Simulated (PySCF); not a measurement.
**Ca: ionisation energy**

Ca [Ar] 4s2 (1S) → Ca⁺ [Ar] 4s1 (2S), as a difference of total energies. Calculation: PySCF 2.14, in def2-TZVPPD (6s5p3d, 36 functions); the non-relativistic Hamiltonian (point nucleus). Correlated levels: valence: [Ar] frozen; valence and next inner shell: [Ne] frozen. The calculations carry no spin-orbit coupling.

| method | ionisation energy (eV) | difference from reference (eV) |
| --- | --- | --- |
| UHF | 5.119 | -0.994 |
| LDA | 6.216 | +0.103 |
| PBE | 6.076 | -0.037 |
| PBE0 | 5.998 | -0.115 |
| r2SCAN | 5.805 | -0.308 |
| BHandHLYP | 5.962 | -0.151 |
| B2PLYP | 5.941 | -0.172 |
| r2SCAN0 | 5.833 | -0.280 |
| wB97X-V | 5.932 | -0.181 |
| MP2 (valence) | 5.623 | -0.490 |
| SCS-MP2 (valence) | 5.724 | -0.389 |
| MP2 (valence and next inner shell) | 5.864 | -0.249 |
| SCS-MP2 (valence and next inner shell) | 5.914 | -0.199 |

Reference: 6.113 eV (measured; NIST Atomic Spectra Database, ionization energies).

These non-relativistic numbers lack the scalar-relativistic shift.

Errors of the correlated levels include the incompleteness of this basis and the frozen core.

MP2 underrates the near-degeneracy of ns² with np² in the lower species.
